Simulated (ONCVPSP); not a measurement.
Varying the ONCV potential for W

Base potential:

| Property | Result |
| --- | --- |
| Element | tungsten (W) |
| Generator | ONCVPSP 4.0.1 |
| Type | optimised norm-conserving Vanderbilt (ONCV) |
| Functional | Wu-Cohen |
| Relativity | scalar-relativistic |
| Frozen core | [Kr] 4d10 4f14 |
| Valence charge | 14 |
| Reference configuration | 5s2 5p6 5d4 6s2 |
| Partial waves | 5s+6s: rc 1.45 bohr, ncon 5, nbas 10, qcut 7.3 1/bohr, 2 projectors; 5p: rc 1.30 bohr, ncon 4, nbas 8, qcut 5.4 1/bohr, 2 projectors, debl 1.7 Ha; 5d: rc 2.40 bohr, ncon 4, nbas 9, qcut 6.5 1/bohr, 2 projectors, debl 2.7 Ha; f scattering state at 0.15 Ha: rc 1.90 bohr, ncon 4, nbas 7, qcut 5.2 1/bohr, 2 projectors, debl 0.7 Ha |
| Local potential | polynomial inside 1.15 bohr (lpopt 2, dvloc0 0 Ha) |
| Core correction | polynomial model core, fcfact 0.2 |

All-electron outer shells of the reference configuration (Wu-Cohen, scalar-relativistic, ld1.x):

| shell | level (eV) | outermost node (bohr) | outermost maximum (bohr) |
| --- | --- | --- | --- |
| 5s | -79.09 | 0.53 | 0.96 |
| 5p | -43.20 | 0.57 | 1.09 |
| 4f | -33.22 | – | 0.43 |
| 6s | -5.76 | 1.28 | 2.64 |
| 5d | -4.51 | 0.63 | 1.50 |

Cutoffs, loose and tight: the cutoffs (Ha) at which the residual kinetic energy of the hardest occupied pseudo-wave falls to 1 and 0.1 mHa per electron. They do not see the model core or the augmentation charge, which bear on the density cutoff. Test errors are all-electron minus pseudo excitation energies from the reference, over the configurations 5s2 5p6 5d4 6s1; 5s2 5p6 5d4 6s0; 5s2 5p6 5d3 6s0; 5s1 5p6 5d4 6s2. A dash means not determined; rows that change the core or the reference have their own tests.

A true bound ghost makes a file unfit for plane-wave use even where its test errors are small: the radial tests pick states by their node count and pass the ghost by.

```tsv
change	outcome	cutoff, loose	cutoff, tight	bound ghosts	GHOST(+) flags above zero	largest test error (meV)
base	generated	106 Ha	126 Ha	f	s, f	-262
d: debl 0.3	generated	106 Ha	126 Ha	f	s, d, f	-263
core correction Teter function, fcfact 5.25, rcfact 1.35	generated	106 Ha	126 Ha	f	s, f	-264
functional PBE	generated	106 Ha	126 Ha	f	s, f	-267
f: qcut 7.2	generated	106 Ha	126 Ha	f	s	-262
```
